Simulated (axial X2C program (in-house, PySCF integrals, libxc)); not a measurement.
## Nuclear properties of HfB⁺

Calculated with an in-house all-electron X2C program for linear molecules (integrals from PySCF): two-component X2C with atomic mean-field Coulomb and Gaunt terms, Gaussian nuclei, basis Hf dyall-cv3z, B dyall-v3z with contracted cores.

R = 2.110 Å (near the PBE0 minimum at charge 1 of the determinant lowest at the starting distance; the state shown can have its own minimum elsewhere).

Determinant lowest in the PBE0 search, Ω = 2 (⟨Sz⟩ = 1.98, ⟨Lz⟩ = 0.02 at PBE0), spin on the atoms Hf 1.28, B 0.70:

```json
{"level": "PBE0", "Eeff magnitude (GV/cm)": "19.5", "Ws magnitude Hf (kHz)": "7.65", "A∥/gI Hf (MHz)": "3200", "qzz Hf (a.u.)": "-6.88", "A∥/gI B (MHz)": "61.6", "qzz B (a.u.)": "-0.25"}
{"level": "HF", "Eeff magnitude (GV/cm)": "13.6", "Ws magnitude Hf (kHz)": "4.12", "A∥/gI Hf (MHz)": "2910", "qzz Hf (a.u.)": "-6.79", "A∥/gI B (MHz)": "50.2", "qzz B (a.u.)": "-0.38"}
{"level": "LDA", "Eeff magnitude (GV/cm)": "23.7", "Ws magnitude Hf (kHz)": "9.83", "A∥/gI Hf (MHz)": "3280", "qzz Hf (a.u.)": "-7.30", "A∥/gI B (MHz)": "72.7", "qzz B (a.u.)": "-0.21"}
{"level": "BP86", "Eeff magnitude (GV/cm)": "22.9", "Ws magnitude Hf (kHz)": "9.43", "A∥/gI Hf (MHz)": "3280", "qzz Hf (a.u.)": "-7.27", "A∥/gI B (MHz)": "68.7", "qzz B (a.u.)": "-0.22"}
{"level": "B3LYP", "Eeff magnitude (GV/cm)": "21.2", "Ws magnitude Hf (kHz)": "8.46", "A∥/gI Hf (MHz)": "3260", "qzz Hf (a.u.)": "-7.03", "A∥/gI B (MHz)": "72.6", "qzz B (a.u.)": "-0.25"}
```

Determinant 0.94 eV from it at PBE0 and this distance, Ω = 1 (⟨Sz⟩ = 0.99, ⟨Lz⟩ = 0.01 at PBE0), spin on the atoms Hf 0.63, B 0.36:

```tsv
level	Eeff magnitude (GV/cm)	Ws magnitude Hf (kHz)	A∥/gI Hf (MHz)	qzz Hf (a.u.)	A∥/gI B (MHz)	qzz B (a.u.)
PBE0	17.6	15.4	6710	-6.98	157	-0.26
HF	16.5	13.5	6300	-7.00	151	-0.39
LDA	20.3	18.2	6850	-7.40	165	-0.24
BP86	20	17.8	6800	-7.29	164	-0.24
B3LYP	17.8	15.7	6750	-7.15	167	-0.28
```

Eeff is the effective electric field on the electron electric dipole moment in this Ω state and Ws the scalar–pseudoscalar constant of the nucleus named (defined with the proton number Z and per Ω); A∥ (defined per Ω) follows by multiplying with gI = μI/(I μN); qzz is the electric field gradient, eQq0 = 234.96 MHz × Q/barn × qzz. The operators were transformed with the bare-nucleus X2C matrices; with these basis sets, hyperfine constants and field gradients can be off by tens of per cent, and where levels differ in sign neither size nor sign is settled.

Question: With gI(177Hf) = 0.2267, Q(177Hf) = 3.365 barn, gI(11B) = 1.7924, Q(11B) = 0.04059 barn (g factors from the IAEA table of nuclear moments by Stone; Q from Pyykkö, Mol. Phys. 2018), turn the PBE0 values of the first state into constants in MHz.

Answer: A∥(177Hf) = 3200 × 0.2267 = 725 MHz; eQq0(177Hf) = 234.96 × (3.365) × (-6.88) = -5440 MHz; A∥(11B) = 61.6 × 1.7924 = 110 MHz; eQq0(11B) = 234.96 × (0.04059) × (-0.25) = -2.38 MHz.

Each state is one determinant with collinear spin, which with several unpaired electrons need not be a pure state. Unrestricted Hartree–Fock can overshoot spin polarisation at the nuclei. This is the top spin component of a Σ state; components of lower Ω are not single determinants and can lie lower. With several open shells hyperfine constants can be off by a factor of several. Open-shell Ω = 0 determinants with evenly filled partner blocks cannot be reached by this program, so the Ω shown need not be the lowest component. States lie within half an eV, so the first need not be the ground state. Further determinants of the search, some of them spin-mixed, are not shown. PBE0 term energies can be off by some tenths of an eV.
